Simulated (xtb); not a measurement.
hexafluorodisilane (F$_{6}$Si$_{2}$), singlet, geometry from GFN2-xTB, atoms displaced at random by about 0.02 Å a coordinate; GFN2-xTB run with xtb.

The xtb input:
```
$ xtb mol.xyz --gfn 2 --opt crude --json

# file mol.xyz
8

F      1.90562919    -0.26883482    -1.24609302
Si     1.12625664    -0.04628645     0.13977556
F      1.77191675     1.24830803     0.78975783
F      1.60064072    -1.23885275     1.03496053
Si    -1.09093663     0.09337238    -0.12900022
F     -1.63783176     1.24608069    -1.00226573
F     -1.70173985    -1.25329663    -0.75680136
F     -1.90806767     0.26468736     1.20946621
```

Q: Write the output that xtb gives for this input, abridged.

A: 
```
   ID    Z sym.   atoms
    1    9 F      1, 3, 4, 6-8
    2   14 Si     2, 5

           -------------------------------------------------
          |                Calculation Setup                |
           -------------------------------------------------

           -------------------------------------------------
          |                 G F N 2 - x T B                 |
           -------------------------------------------------

          ...................................................
          :                      SETUP                      :
          :.................................................:
          :  # basis functions                  44          :
          :  # atomic orbitals                  42          :
          :  # shells                           18          :
          :  # electrons                        50          :
          :  max. iterations                   250          :
          :  Hamiltonian                  GFN2-xTB          :
          :  restarted?                      false          :
          :  GBSA solvation                  false          :
          :  PC potential                    false          :
          :  electronic temp.          300.0000000     K    :
          :  accuracy                    1.0000000          :
          :  -> integral cutoff          0.2500000E+02      :
          :  -> integral neglect         0.1000000E-07      :
          :  -> SCF convergence          0.1000000E-05 Eh   :
          :  -> wf. convergence          0.1000000E-03 e    :
          :  Broyden damping             0.4000000          :
          :  net charge                          0          :
          :  unpaired electrons                  0          :
          ...................................................

 iter      E             dE          RMSdq      gap      omega  full diag
   1    -32.2638343 -0.322638E+02  0.786E+00    6.57       0.0  T
   2    -32.3249451 -0.611108E-01  0.490E+00    6.14       1.0  T
   3    -32.3305971 -0.565199E-02  0.202E+00    6.29       1.0  T
   4    -32.3315430 -0.945837E-03  0.874E-01    6.18       1.0  T
   5    -32.3309391  0.603820E-03  0.678E-01    6.28       1.0  T
   6    -32.3327652 -0.182604E-02  0.421E-02    6.22       1.0  T
   7    -32.3327628  0.239306E-05  0.338E-02    6.22       1.0  T
   8    -32.3327626  0.160841E-06  0.401E-02    6.22       1.0  T
   9    -32.3327677 -0.505362E-05  0.444E-03    6.22       8.0  T
  10    -32.3327677 -0.240591E-07  0.467E-03    6.22       7.6  T
  11    -32.3327678 -0.658035E-07  0.366E-04    6.22      96.7  T
  12    -32.3327678 -0.512948E-09  0.430E-05    6.22     821.8  T

   *** convergence criteria satisfied after 12 iterations ***

         :::::::::::::::::::::::::::::::::::::::::::::::::::::
         ::                     SUMMARY                     ::
         :::::::::::::::::::::::::::::::::::::::::::::::::::::
         :: total energy             -32.229941348596 Eh    ::
         :: gradient norm              0.053162679062 Eh/a0 ::
         :: HOMO-LUMO gap              6.219409357334 eV    ::
         ::.................................................::
         :: SCC energy               -32.332762209630 Eh    ::
         :: -> isotropic ES            0.085720141723 Eh    ::
         :: -> anisotropic ES          0.001568231904 Eh    ::
         :: -> anisotropic XC         -0.007025274530 Eh    ::
         :: -> dispersion             -0.005801590283 Eh    ::
         :: repulsion energy           0.102820861035 Eh    ::
         :: add. restraining           0.000000000000 Eh    ::
         :: total charge               0.000000000000 e     ::
         :::::::::::::::::::::::::::::::::::::::::::::::::::::

      -----------------------------------------------------------
     |                   =====================                   |
     |                        A N C O P T                        |
[...]
 * total energy  :   -32.2299413 Eh     change       -0.1044498E-11 Eh
 * total energy  :   -32.2312590 Eh     change       -0.1317615E-02 Eh
 * total energy  :   -32.2318685 Eh     change       -0.6095025E-03 Eh
 * total energy  :   -32.2320104 Eh     change       -0.1419261E-03 Eh
   *** GEOMETRY OPTIMIZATION CONVERGED AFTER 4 ITERATIONS ***
         :: total energy             -32.232010392415 Eh    ::
[...]
        21        2.0000           -0.5536268             -15.0650
        22        2.0000           -0.5532862             -15.0557
        23        2.0000           -0.5530591             -15.0495
        24        2.0000           -0.5525741             -15.0363
        25        2.0000           -0.4859617             -13.2237 (HOMO)
        26                         -0.2568038              -6.9880 (LUMO)
        27                         -0.2551704              -6.9435
        28                         -0.1532824              -4.1710
        29                         -0.1395849              -3.7983
        30                         -0.1372804              -3.7356
        31                         -0.0781681              -2.1271
        32                          0.0053179               0.1447
        33                          0.0080158               0.2181
        34                          0.0451888               1.2297
        35                          0.0471129               1.2820
        36                          0.2860795               7.7846
       ...                                ...                  ...
        42                          1.0648476              28.9760
      -------------------------------------------------------------
                  HL-Gap            0.2291579 Eh            6.2357 eV
             Fermi-level           -0.3713827 Eh          -10.1058 eV

     #   Z          covCN         q      C6AA      α(0)
     1   9 F        0.705    -0.220    11.453     3.996
     2  14 Si       3.074     0.660   154.599    26.900
     3   9 F        0.705    -0.219    11.449     3.995
     4   9 F        0.705    -0.220    11.455     3.996
     5  14 Si       3.074     0.660   154.592    26.900
     6   9 F        0.705    -0.220    11.460     3.997
     7   9 F        0.705    -0.219    11.450     3.995
     8   9 F        0.705    -0.221    11.462     3.998

 Mol. C6AA /au·bohr⁶  :       1897.907532
 Mol. C8AA /au·bohr⁸  :      81623.917992
 Mol. α(0) /au        :         77.777719

Wiberg/Mayer (AO) data.
largest (>0.10) Wiberg bond orders for each atom

 ---------------------------------------------------------------------------
     #   Z sym  total        # sym  WBO       # sym  WBO       # sym  WBO
 ---------------------------------------------------------------------------
     1   9 F    1.265 --     2 Si   1.164
     2  14 Si   4.297 --     3 F    1.165     1 F    1.164     4 F    1.164
                             5 Si   0.737
     3   9 F    1.265 --     2 Si   1.165
     4   9 F    1.264 --     2 Si   1.164
     5  14 Si   4.294 --     7 F    1.165     6 F    1.163     8 F    1.163
                             2 Si   0.737
     6   9 F    1.264 --     5 Si   1.163
     7   9 F    1.265 --     5 Si   1.165
     8   9 F    1.263 --     5 Si   1.163
 ---------------------------------------------------------------------------

Topologies differ in total number of bonds
Writing topology from bond orders to xtbtopo.mol

molecular dipole:
                 x           y           z       tot (Debye)
 q only:        0.008      -0.002      -0.004
   full:        0.014      -0.003      -0.010       0.045
molecular quadrupole (traceless):
                xx          xy          yy          xz          yz          zz
 q only:       -3.908       0.341       1.917      -0.584       0.027       1.992
  q+dip:       -5.008       0.453       2.462      -0.723       0.035       2.546
   full:       -4.510       0.439       2.149      -0.612       0.018       2.361

optimized geometry written to: xtbopt.xyz

           -------------------------------------------------
          | TOTAL ENERGY              -32.232010392415 Eh   |
          | GRADIENT NORM               0.002568240477 Eh/α |
          | HOMO-LUMO GAP               6.235702976093 eV   |
           -------------------------------------------------

normal termination of xtb
```
